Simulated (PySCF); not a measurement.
Molecule: `OB(O)[C@H]1C=N1`, C2H4BNO2.

Mapped SMILES: `[OH:1][B:2]([OH:3])[C@H:4]1[CH:5]=[N:6]1`; H(Xn) means a hydrogen on atom n.

Spin–spin couplings on one PBE0-D3(BJ)/def2-SVP geometry, PySCF, gas phase, non-relativistic, equivalent pairs averaged (spin–dipole term only in couplings to heteroatoms); isotopes 13C, 1H, 11B, 17O, 15N; basis pcJ-1.

How do the couplings (Hz) change with the functional? Times are CPU seconds on shared hosts with different chips, so compare them loosely.

Answers


```
functional  functions  1J(C5,H(C5))  1J(C4,H(C4))  1J(B2,C4)  1J(O1,H(O1))  1J(C4,C5)  1J(C5,N6)  1J(C4,N6)  core-s
       LDA        202         206.5         134.7       85.9         -69.3       17.2       13.3       12.6      21
       PBE        202         235.3         157.3      101.2         -71.1       23.4       10.7       12.7      30
       KT2        202         256.1         168.7       90.7         -71.8       16.4       14.1       12.1      32
     B3LYP        202         256.6         171.6      108.1         -81.9       27.7        6.7       12.3      19
      PBE0        202         243.5         162.7      104.6         -78.4       26.6        6.4       12.3      38
     B97-2        202         233.8         155.3      107.5         -78.4       25.9        6.2       11.5      37
 BHandHLYP        202         274.7         184.0      115.3         -93.0       34.0       -2.0       11.8      41
 CAM-B3LYP        202         255.2         169.2      106.3         -82.9       27.6        6.0       12.1      52
``` Left out for a near triplet instability: HF/pcJ-1.
